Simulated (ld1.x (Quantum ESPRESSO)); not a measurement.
**osmium (Os), PAW: configuration errors across variants**

ld1.x (Quantum ESPRESSO) 7.5 input, shortened:

```
&input
   title='Os', zed=76., rel=2, dft='PZ', iswitch=3,
   config='[Xe] 4f14 5d6 6s2 6p0', rel_dist='average'
 /
 &inputp
   pseudotype=3, lpaw=.true., tm=.true., lloc=-1, rcloc=1.30,
   nlcc=.true., new_core_ps=.true.,
   which_augfun='PSQ', rmatch_augfun_nc=.true.
 /
6
6S  1  0   2.00   0.00  2.05  2.35  0.0
6S  1  0   0.00   3.15  2.05  2.35  0.0
5P  2  1   6.00   0.00  1.80  1.95  0.0
6P  3  1   0.00   0.00  1.80  1.95  0.0
5D  3  2   6.00   0.00  1.45  1.55  0.0
5D  3  2   0.00   1.90  1.45  1.55  0.0
 &test
   configts(1)='5p6 5d6 6s2 6p0'
 /
```

Open shells are filled in proportion to 2j + 1 (rel_dist='average').

All-electron excitation energies from the reference (eV): (1) 5p6 5d6 6s1 6p0 9.869; (2) 5p6 5d6 6s0 6p0 27.154; (3) 5p6 5d5 6s0 6p0 56.303; (4) 5p6 5d6 6s1 6p1 5.091; (5) 5p6 5d6 6s0 6p1 16.044; (6) 5p6 5d6 6s1.5 6p0 4.048; (7) 5p5 5d6 6s2 6p0 57.931.

Errors AE − PS in meV (a dash: test not solved or not reliable):

| change | (1) | (2) | (3) | (4) | (5) | (6) | (7) | bound ghosts |
| --- | --- | --- | --- | --- | --- | --- | --- | --- |
| base | +0.2 | -0.3 | -2.9 | +0.1 | +0.3 | 0.0 | -3.2 | not determined |
| wave 6s channel at 3.15 Ry: rcut 2.05, rcutus 2.35 bohr becomes 6s channel at -0.33 Ry: rcut 2.05, rcutus 2.35 bohr | +0.1 | -0.3 | -2.9 | +0.1 | +0.3 | 0.0 | -3.3 | not determined |
| wave 6s channel at 3.15 Ry: rcut 2.05, rcutus 2.35 bohr becomes 6s channel at -0.25 Ry: rcut 2.05, rcutus 2.35 bohr | +0.1 | -0.3 | -2.9 | +0.1 | +0.3 | 0.0 | -3.2 | not determined |
| wave 6s channel at 3.15 Ry: rcut 2.05, rcutus 2.35 bohr becomes 6s channel at -0.19 Ry: rcut 2.05, rcutus 2.35 bohr | +0.1 | -0.3 | -2.9 | +0.1 | +0.3 | 0.0 | -3.1 | not determined |
| wave 6s channel at 3.15 Ry: rcut 2.05, rcutus 2.35 bohr becomes 6s channel at -0.04 Ry: rcut 2.05, rcutus 2.35 bohr | +0.1 | -0.3 | -2.9 | +0.1 | +0.3 | 0.0 | -2.8 | not determined |
| wave 6s channel at 3.15 Ry: rcut 2.05, rcutus 2.35 bohr becomes 6s channel at 0.31 Ry: rcut 2.05, rcutus 2.35 bohr | +0.1 | -0.3 | -2.9 | +0.1 | +0.3 | 0.0 | -2.2 | not determined |
| wave 6s channel at 3.15 Ry: rcut 2.05, rcutus 2.35 bohr becomes 6s channel at 0.79 Ry: rcut 2.05, rcutus 2.35 bohr | +0.1 | -0.3 | -2.9 | +0.1 | +0.3 | 0.0 | -1.6 | not determined |
| wave 6s channel at 3.15 Ry: rcut 2.05, rcutus 2.35 bohr becomes 6s channel at 1.19 Ry: rcut 2.05, rcutus 2.35 bohr | +0.1 | -0.3 | -2.9 | +0.1 | +0.3 | 0.0 | -1.1 | not determined |
| wave 6s channel at 3.15 Ry: rcut 2.05, rcutus 2.35 bohr becomes 6s channel at 1.95 Ry: rcut 2.05, rcutus 2.35 bohr | +0.1 | -0.3 | -2.9 | +0.1 | +0.3 | 0.0 | -1.0 | not determined |
| wave 6s channel at 3.15 Ry: rcut 2.05, rcutus 2.35 bohr becomes 6s channel at 3.79 Ry: rcut 2.05, rcutus 2.35 bohr | +0.1 | -0.3 | -2.9 | +0.1 | +0.3 | 0.0 | -4.9 | not determined |

**Question.** Give the same row for: wave 6s channel at 3.15 Ry: rcut 2.05, rcutus 2.35 bohr becomes 6s channel at 6.52 Ry: rcut 2.05, rcutus 2.35 bohr.

**Answer.** +0.1, -0.3, -2.9, +0.1, +0.3, 0.0, -16; bound ghosts: not determined.
